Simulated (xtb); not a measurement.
Job for xtb: GFN-FF on H4O3Si (SMILES O[SiH](O)O), a point of a torsion scan.

```
$ xtb mol.xyz --gfnff --sp --chrg 0 --uhf 0
8

O      1.61453945     0.25480901    -0.41752217
Si     0.13858445     0.01639006     0.17579379
O     -0.63464630    -1.01110931    -0.82498426
O      0.32558381    -0.61932478     1.66957984
H      2.32783940    -0.31815642    -0.14947625
H     -0.50651270     1.31451031     0.20948630
H     -1.55134431    -1.23875785    -0.71427648
H     -0.42357405    -0.85229214     2.20726375
```

The log:

```
[...]
           -------------------------------------------------
          |                Calculation Setup                |
           -------------------------------------------------



          ==================== Thresholds ====================
          CN  :   150.00000
          rep :   500.00000
          disp:  2500.00000
          HB1 :   250.00000
          HB2 :   450.00000

          Pauling EN used:
          Z : 1  EN :  2.20
          Z : 8  EN :  3.44
          Z :14  EN :  1.90
          electric field strengths (au): 0.000

           -------------------------------------------------
          |           Force Field Initialization            |
           -------------------------------------------------

          distances ...
          ----------------------------------------
          generating topology and atomic info file ...
          pair mat ...
          computing topology distances matrix with Floyd-Warshall algo ...
          making topology EEQ charges ...
          #fragments for EEQ constrain: 1
          ----------------------------------------
          generating topology and atomic info file ...
          pair mat ...
          computing topology distances matrix with Floyd-Warshall algo ...
          making topology EEQ charges ...
          #fragments for EEQ constrain: 1
          rings ...
          # BATM   24
          # H in HB   4

  atom   neighbors  erfCN metchar sp-hybrid imet pi  qest     coordinates
    1  O       2    1.92   0.00         3    0    0  -0.452    3.051037    0.481519   -0.789003
    2  Si      4    3.49   0.02         3    0    0   0.564    0.261887    0.030973    0.332202
    3  O       2    1.92   0.00         3    0    0  -0.452   -1.199308   -1.910720   -1.558994
    4  O       2    1.92   0.00         3    0    0  -0.452    0.615264   -1.170354    3.155049
    5  H       1    0.98   0.01         0    0    0   0.262    4.398979   -0.601228   -0.282469
    6  H       1    0.96   0.01         0    0    0   0.006   -0.957170    2.484064    0.395872
    7  H       1    0.98   0.00         0    0    0   0.262   -2.931616   -2.340913   -1.349787
    8  H       1    0.98   0.01         0    0    0   0.262   -0.800439   -1.610599    4.171124

          #atoms :   8
          #bonds :   7
          #angl  :   9
          #tors  :   9
          #nmol  :   1
          #optfrag :   1
           -------------------------------------------------
          |                   G F N - F F                   |
          |          A general generic force-field          |
          |                  Version 1.0.3                  |
           -------------------------------------------------
          Number of HB bonds (bound hydrogen)     36
          Number of HB bonds (unbound hydrogen)   36
          Number of XB bonds                      0

 E+G (total)                   0 d,  0 h,  0 min,  0.000 sec
 distance/D3 list               ...        0 min,  0.000 sec (  1.112%)
 non bonded repulsion           ...        0 min,  0.000 sec ( 14.425%)
 dCN                            ...        0 min,  0.000 sec (  5.467%)
 EEQ energy and q               ...        0 min,  0.000 sec ( 10.497%)
 D3                             ...        0 min,  0.000 sec ( 13.062%)
 EEQ gradient                   ...        0 min,  0.000 sec (  4.370%)
 bonds                          ...        0 min,  0.000 sec (  9.301%)
 bend and torsion               ...        0 min,  0.000 sec ( 12.637%)
 bonded ATM                     ...        0 min,  0.000 sec (  5.569%)
 HB/XB (incl list setup)        ...        0 min,  0.000 sec ( 18.848%)

         :::::::::::::::::::::::::::::::::::::::::::::::::::::
Note: The following floating-point exceptions are signalling: IEEE_UNDERFLOW_FLAG IEEE_DENORMAL
normal termination of xtb
         ::                     SUMMARY                     ::
         :::::::::::::::::::::::::::::::::::::::::::::::::::::
         :: total energy              -0.925243729891 Eh    ::
         :: gradient norm              0.050848785631 Eh/a0 ::
         ::.................................................::
         :: bond energy               -0.809026137075 Eh    ::
         :: angle energy               0.014511452418 Eh    ::
         :: torsion energy             0.000886285419 Eh    ::
         :: repulsion energy           0.087588860854 Eh    ::
         :: electrostat energy        -0.216767698129 Eh    ::
         :: dispersion energy         -0.002424089047 Eh    ::
         :: HB energy                  0.000000000000 Eh    ::
         :: XB energy                  0.000000000000 Eh    ::
         :: bonded atm energy         -0.000012404331 Eh    ::
         :: external energy            0.000000000000 Eh    ::
         :: add. restraining           0.000000000000 Eh    ::
         :: total charge              -0.000000000000 e     ::
         :::::::::::::::::::::::::::::::::::::::::::::::::::::

           -------------------------------------------------
          |                Property Printout                |
           -------------------------------------------------

molecular dipole:
                 x           y           z       tot (Debye)
 q only:       -0.770      -0.023       0.515       2.356

           -------------------------------------------------
          | TOTAL ENERGY               -0.925243729891 Eh   |
          | GRADIENT NORM               0.050848785631 Eh/α |
           -------------------------------------------------
########################################################################
[WARNING] Runtime exception occurred
-1- gfnff_setup: Could not read topology file.
########################################################################

------------------------------------------------------------------------
------------------------------------------------------------------------
 total:
 SCF:
```

The run finished.

Cost: around 0.020 core-seconds (rough).
